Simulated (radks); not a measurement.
Fractional charge and spin in the 6s shell of promethium: the spin-up occupation runs from 0 to 1 and the spin-down occupation from 0 to 1; the fullest corner is Pm, [Xe] 4f(up 2.5, down 2.5) 6s(up 1, down 1). Method: scalar-relativistic Kohn-Sham, PBE, spin-polarised, spherical densities, point nucleus; computed with a radial shooting solver on a logarithmic mesh with Libxc functionals. Energy (eV) minus the two flat planes that join the four corners (they meet along the diagonal where the two added fractions sum to one electron); zero is where a piecewise linear energy would lie.

\begin{tabular}{lrrr}
down \ up & 0 & 0.5 & 1 \\ \hline
0 & 0.000 & -0.634 & 0.000 \\
0.5 & -0.634 & 0.171 & -0.550 \\
1 & 0.000 & -0.550 & 0.000 \\
\end{tabular}

Corners above the fullest one (they belong to Pm+ and the next ion): (up 1, down 0) 5.702 eV, (up 0, down 1) 5.702 eV, (up 0, down 0) 16.813 eV. With half an added electron in each spin the energy lies 0.171 eV from the planes, and with half an added electron in spin up alone -0.634 eV. The planes are only a guide here: the flat-plane condition holds for ground states with one frontier orbital, while this shell lies below other occupied shells, so the corners above the fullest one are inner-hole states and not the ground states of those ions.
